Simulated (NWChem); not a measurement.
System: SiH2O, singlet; SMILES [SiH]O

NWChem input:

```
start job
memory heap 200 mb stack 900 mb global 1100 mb
geometry units angstroms noautosym nocenter noautoz
  Si     0.146437    -0.641242     0.000000
  H     -1.412173    -0.856142     0.000000
  O      0.140619     1.048875     0.000000
  H     -0.729962     1.489000     0.000000
end
basis spherical
  * library def2-svp
end
dft
  xc b3lyp
  iterations 150
end
property
  response 1 0.0
end
task dft property
```

Excerpt of the output:

```
             Northwest Computational Chemistry Package (NWChem) 7.3.0
             --------------------------------------------------------

                             Geometry "geometry" -> ""
                             -------------------------

 Output coordinates in angstroms (scale by  1.889725989 to convert to a.u.)

  No.       Tag          Charge          X              Y              Z
 ---- ---------------- ---------- -------------- -------------- --------------
    1 Si                  14.0000     0.14643700    -0.64124200     0.00000000
    2 H                    1.0000    -1.41217300    -0.85614200     0.00000000
    3 O                    8.0000     0.14061900     1.04887500     0.00000000
    4 H                    1.0000    -0.72996200     1.48900000     0.00000000

 Effective nuclear repulsion energy (a.u.)      49.2709085322

                              NWChem Property Module
                              ----------------------

                                 NWChem DFT Module
                                 -----------------

 Summary of "ao basis" -> "ao basis" (spherical)
 ------------------------------------------------------------------------------
       Tag                 Description            Shells   Functions and Types
 ---------------- ------------------------------  ------  ---------------------
 Si                         def2-svp                 8       18   4s3p1d
 H                          def2-svp                 3        5   2s1p
 O                          def2-svp                 6       14   3s2p1d

            General Information
            -------------------
          SCF calculation type: DFT
          Wavefunction type:  closed shell.
          No. of atoms     :     4
          No. of electrons :    24
           Alpha electrons :    12
            Beta electrons :    12
          Charge           :     0
          Spin multiplicity:     1
          Use of symmetry is: off; symmetry adaption is: off
          Maximum number of iterations: 150
          AO basis - number of functions:    42
                     number of shells:    20
          Convergence on energy requested:  1.00D-06
          Convergence on density requested:  1.00D-05
          Convergence on gradient requested:  5.00D-04

              XC Information
              --------------
                         B3LYP Method XC Potential
                     Hartree-Fock (Exact) Exchange  0.200
                        Slater Exchange Functional  0.800 local
                    Becke 1988 Exchange Functional  0.720 non-local
              Lee-Yang-Parr Correlation Functional  0.810
                  VWN I RPA Correlation Functional  0.190 local

             Grid Information
             ----------------
          Grid used for XC integration:  medium
          Radial quadrature: Mura-Knowles
          Angular quadrature: Lebedev.
          Tag              B.-S. Rad. Rad. Pts. Rad. Cut. Ang. Pts.
          ---              ---------- --------- --------- ---------
          Si                  1.10       88           8.0       590
          H                   0.35       45           8.0       434
          O                   0.60       49           8.0       434
          Grid pruning is: on
          Number of quadrature shells:   227
          Spatial weights used:  Erf1

      Superposition of Atomic Density Guess
      -------------------------------------

 Sum of atomic energies:        -364.42825622

      Non-variational initial energy
      ------------------------------

 Total energy =    -364.662604
 1-e energy   =    -602.208574
 2-e energy   =     188.275062
 HOMO         =      -0.228512
 LUMO         =      -0.047419

   convergence    iter        energy       DeltaE   RMS-Dens  Diis-err
 ---------------- ----- ----------------- --------- --------- ---------
 d= 0,ls=0.0,diis     1   -365.7169669291 -4.15D+02  2.47D-02  4.19D-01
 d= 0,ls=0.0,diis     2   -365.5894426521  1.28D-01  1.56D-02  1.66D+00
 d= 0,ls=0.0,diis     3   -365.7661245370 -1.77D-01  1.93D-03  1.38D-02
 d= 0,ls=0.0,diis     4   -365.7675167897 -1.39D-03  3.88D-04  2.45D-04
 d= 0,ls=0.0,diis     5   -365.7675466069 -2.98D-05  8.15D-05  4.40D-06
 d= 0,ls=0.0,diis     6   -365.7675473228 -7.16D-07  1.47D-05  2.44D-07
 d= 0,ls=0.0,diis     7   -365.7675473573 -3.45D-08  3.06D-06  2.97D-09

         Total DFT energy =     -365.767547357327
      One electron energy =     -603.659114275749
           Coulomb energy =      218.842457748013
    Exchange-Corr. energy =      -30.221799361779
 Nuclear repulsion energy =       49.270908532188

 Numeric. integr. density =       24.000002146810

                       DFT Final Molecular Orbital Analysis
                       ------------------------------------

 Vector   10  Occ=2.000000D+00  E=-3.543258D-01
              MO Center=  1.2D-01,  8.8D-01,  4.1D-10, r^2= 9.1D-01
   Bfn.  Coefficient  Atom+Function         Bfn.  Coefficient  Atom+Function
  ----- ------------  ---------------      ----- ------------  ---------------
    29      0.589484  3 O  pz                32      0.437281  3 O  pz
    13      0.155427  1 Si pz                10      0.133215  1 Si pz
     7     -0.077116  1 Si pz                15      0.066139  1 Si d -1
    42      0.025763  4 H  pz

 Vector   11  Occ=2.000000D+00  E=-3.430007D-01
              MO Center= -4.8D-02,  3.8D-01,  3.5D-10, r^2= 2.1D+00
   Bfn.  Coefficient  Atom+Function         Bfn.  Coefficient  Atom+Function
  ----- ------------  ---------------      ----- ------------  ---------------
    28      0.412160  3 O  py                27      0.327703  3 O  px
    31      0.287266  3 O  py                30      0.238697  3 O  px
    19      0.196893  2 H  s                  9     -0.193519  1 Si py
     3      0.188501  1 Si s                  4      0.158251  1 Si s
    20      0.116921  2 H  s                  2      0.115924  1 Si s

 Vector   12  Occ=2.000000D+00  E=-2.360699D-01
              MO Center=  1.3D-01, -8.3D-01,  2.2D-09, r^2= 2.4D+00
   Bfn.  Coefficient  Atom+Function         Bfn.  Coefficient  Atom+Function
  ----- ------------  ---------------      ----- ------------  ---------------
     3      0.420253  1 Si s                  4      0.366672  1 Si s
    20     -0.297486  2 H  s                 19     -0.291054  2 H  s
     8      0.286385  1 Si px                11      0.266465  1 Si px
     2      0.243665  1 Si s                 12     -0.168228  1 Si py
     5     -0.152376  1 Si px                26     -0.133766  3 O  s

 Vector   13  Occ=0.000000D+00  E=-7.968355D-02
              MO Center=  1.2D-01, -5.8D-01,  5.4D-09, r^2= 2.6D+00
   Bfn.  Coefficient  Atom+Function         Bfn.  Coefficient  Atom+Function
  ----- ------------  ---------------      ----- ------------  ---------------
    13      0.719258  1 Si pz                10      0.393499  1 Si pz
    32     -0.252914  3 O  pz                29     -0.249967  3 O  pz
     7     -0.209614  1 Si pz                15     -0.041226  1 Si d -1

 Vector   14  Occ=0.000000D+00  E= 9.151763D-03
              MO Center= -1.7D-01,  1.0D-01, -3.0D-10, r^2= 4.2D+00
   Bfn.  Coefficient  Atom+Function         Bfn.  Coefficient  Atom+Function
  ----- ------------  ---------------      ----- ------------  ---------------
    26      0.772817  3 O  s                 12     -0.677895  1 Si py
    39     -0.676834  4 H  s                 11     -0.494986  1 Si px
    20     -0.488083  2 H  s                  9     -0.201911  1 Si py
    25      0.165963  3 O  s                 38     -0.152565  4 H  s
    30     -0.151049  3 O  px                 8     -0.133791  1 Si px

 Vector   15  Occ=0.000000D+00  E= 8.749558D-02
              MO Center= -4.8D-01, -5.0D-01, -3.1D-09, r^2= 3.8D+00
   Bfn.  Coefficient  Atom+Function         Bfn.  Coefficient  Atom+Function
  ----- ------------  ---------------      ----- ------------  ---------------
    20      1.530673  2 H  s                 11      1.220217  1 Si px
     4     -0.974877  1 Si s                 26      0.448221  3 O  s
     3     -0.312852  1 Si s                 12     -0.271864  1 Si py
    39     -0.257916  4 H  s                  8      0.244557  1 Si px
    19      0.197806  2 H  s                 30     -0.196053  3 O  px

     Multipole analysis of the density
     ---------------------------------

     L   x y z        total         alpha         beta         nuclear
     -   - - -        -----         -----         ----         -------
     0   0 0 0     -0.000000    -12.000000    -12.000000     24.000000

     1   1 0 0     -0.575996     -1.263980     -1.263980      1.951964
     1   0 1 0      0.223635      0.067910      0.067910      0.087816
     1   0 0 1     -0.000000     -0.000000     -0.000000      0.000000

     2   2 0 0    -15.934229    -13.297785    -13.297785     10.661341
     2   1 1 0     -1.469271     -0.712172     -0.712172     -0.044926
     2   1 0 1     -0.000000     -0.000000     -0.000000      0.000000
     2   0 2 0    -14.748090    -38.634943    -38.634943     62.521796
     2   0 1 1      0.000000      0.000000      0.000000      0.000000
     2   0 0 2    -13.210198     -6.605099     -6.605099      0.000000

 *** CALLING NEW AORESP DRIVER FOR CLOSED AND OPEN SHELLS ***
 Entering AOResponse driver routine

--------------------------------------------------------------------------------

          -----------------------------------------------
          Solving response equations for perturbing field
          -----------------------------------------------

 number of frequencies:     1
 frequency in a.u.:  0.0000000E+00
 Perturbing field: electric
 Using El. Dipole Length Gauge

 Setting up CPKS with frequency omega =      0.00000000 a.u.

 STATIC response

                                NWChem CPHF Module
                                ------------------

  scftype          =     RHF
  nclosed          =       12
  nopen            =        0
  variables        =      360
  # of vectors     =        3
  tolerance        = 0.10D-03
  level shift      = 0.00D+00
  max iterations   =       50
  max subspace     =       30

 SCF residual:    2.7900855883913083E-005

Iterative solution of linear equations
  No. of variables      360
  No. of equations        3
  Maximum subspace       30
        Iterations       50
       Convergence  1.0D-04

   iter   nsub   residual    time
   ----  ------  --------  ---------
     1      3    3.91D+00       2.5
     2      6    3.37D+00       3.1
     3      9    3.30D-01       3.7
     4     12    2.51D-02       4.3
     5     15    2.85D-03       4.9
     6     18    5.81D-04       5.4
     7     21    8.63D-05       6.0

 Electric Dipole Response Matrix (nonzero elements):

              1        2        3
    1   33.8818   1.6565  -0.0000
    2    1.6565  30.4635   0.0000
    3   -0.0000   0.0000  23.0596

 ------------------------------------------
 average:        29.13498 + I       0.00000

 DFT Linear Response polarizability / au
 Frequency  =       0.0000000 / au
              X              Y              Z
 -----------------------------------------------
 X      33.8818361      1.6565264     -0.0000000
 Y       1.6564532     30.4634767      0.0000000
 Z      -0.0000000      0.0000000     23.0596149
 -----------------------------------------------
 Eigenvalues =      34.5528612     29.7924516     23.0596149
 Isotropic   =      29.1349759
 Anisotropic =      10.0021823
 -----------------------------------------------

 Magnetic Dipole Response Matrix (nonzero elements):

 Exiting AOResponse driver routine
```

Level: B3LYP/def2-SVP. Low-valent species are run as closed-shell singlets; no triplet was tried in these runs. All runs use the structure optimised with PBE-D3(BJ)/def2-SVP.
